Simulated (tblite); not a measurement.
Species: C9H14.
Structure used (GFN2-xTB), in Å, numbered top down from 1:
```
atom  x, y, z in Å
C1     0.0522    0.2491    2.2488
C2     0.0978    0.0947    0.9278
C3     1.3559   -0.0921    0.2967
C4     2.4256   -0.2496   -0.2304
C5     3.7113   -0.4362   -0.8646
C6    -1.0986    0.1001   -0.0084
C7    -2.4183    0.3042    0.7351
C8    -1.1398   -1.2441   -0.7465
C9    -0.9117    1.2359   -1.0224
H10    0.9555    0.2323    2.8359
H11   -0.8650    0.3950    2.7890
H12    4.0904    0.5196   -1.2274
H13    3.6197   -1.1200   -1.7088
H14    4.4249   -0.8488   -0.1514
H15   -2.4256    1.2573    1.2593
H16   -2.5876   -0.4954    1.4528
H17   -3.2424    0.3020    0.0240
H18   -1.2782   -2.0598   -0.0393
H19   -0.2104   -1.4118   -1.2860
H20   -1.9632   -1.2594   -1.4579
H21    0.0226    1.1126   -1.5654
H22   -0.8878    2.1976   -0.5132
H23   -1.7320    1.2437   -1.7375
```

Level: GFN2-xTB in tblite, geometry and Hessian alike; calculated harmonic values, unscaled, isolated species. Against measured fundamentals such values can be off by several per cent, at times by over 20. The optimisation stopped once no atom felt more than 0.01 eV/Å.

Lowest wavenumbers of the output (negative numbers stand for imaginary wavenumbers):
```
mode    cm-1
  1     -42.0
  2      39.8
  3      85.6
  4     137.9
  5     191.6
  6     235.4
  7     246.3
  8     253.3
  9     290.6
 10     291.5
 11     311.9
 12     319.0
 13     373.7
 14     375.3
 15     429.3
```

**Question.** Is this structure a minimum?

**Answer.** Not by this Hessian. 1 mode is imaginary beyond 20i (42i cm⁻¹), so at this level the point lies at or near a first-order saddle. The curvature is small, so loose convergence or finite differences may be the whole cause.

**Question.** Which atoms move in the imaginary mode?

**Answer.** 42i: H12 (methyl hydrogen) 33 %, H13 (methyl hydrogen) 33 %, H14 (methyl hydrogen) 33 %. These are shares of the mass-weighted motion.

**Question.** What is the remedy?

**Answer.** Step along that mode in both directions, optimise again with tighter thresholds and repeat the frequencies. The zero-point energy of this point (124.9 kcal/mol) counts the 62 real modes alone, and thermal corrections from it aren't those of a minimum.
